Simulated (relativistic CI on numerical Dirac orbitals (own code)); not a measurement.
Pr4+ (4f) in a crystal field

Calculated by Dirac-Coulomb-Breit CI, orbitals from a KLI potential per configuration, a model potential for QED, one configuration in a parametric crystal field, unscaled Slater integrals (own radial code).

Field parameters in Wybourne normalisation; cubic f-shell fields have B⁴₄ = √(5/14) B⁴₀ and B⁶₄ = −√(7/2) B⁶₀. The field is a parameter set, without covalency.

S and J are read from ⟨S²⟩ = S(S + 1) and ⟨J²⟩ = J(J + 1) of each level; they are not fictitious spins.

Oh, B40 = 3980, B60 = 920 cm⁻¹, the lowest 5 levels:

```
E (cm⁻¹)  Degeneracy  Irrep     S     J
     0.0           2     Γ7  0.50  2.50
     935           4     Γ8  0.50  2.58
    2882           2     Γ7  0.50  3.50
    3818           4     Γ8  0.50  3.44
    4614           2     Γ6  0.50  3.50
```

Principal g values of the ground doublet: 1.35, 1.35, 1.35.

Oh, B40 = 600, B60 = 220 cm⁻¹, the lowest 5 levels:

| E (cm⁻¹) | Degeneracy | Irrep | S | J |
| --- | --- | --- | --- | --- |
| 0.0 | 2 | Γ7 | 0.50 | 2.50 |
| 165 | 4 | Γ8 | 0.50 | 2.50 |
| 2914 | 2 | Γ7 | 0.50 | 3.50 |
| 3005 | 4 | Γ8 | 0.50 | 3.50 |
| 3184 | 2 | Γ6 | 0.50 | 3.50 |

Principal g values of the ground doublet: 1.44, 1.44, 1.44.

The next free-ion level lies 2909 cm⁻¹ above the lowest; the field splits the ground level into components whose J stays near 5/2 as long as their spread is small against that gap.

Levels of this model without a field, named by their leading LS term: ²F°5/2 0, ²F°7/2 2909 cm⁻¹.
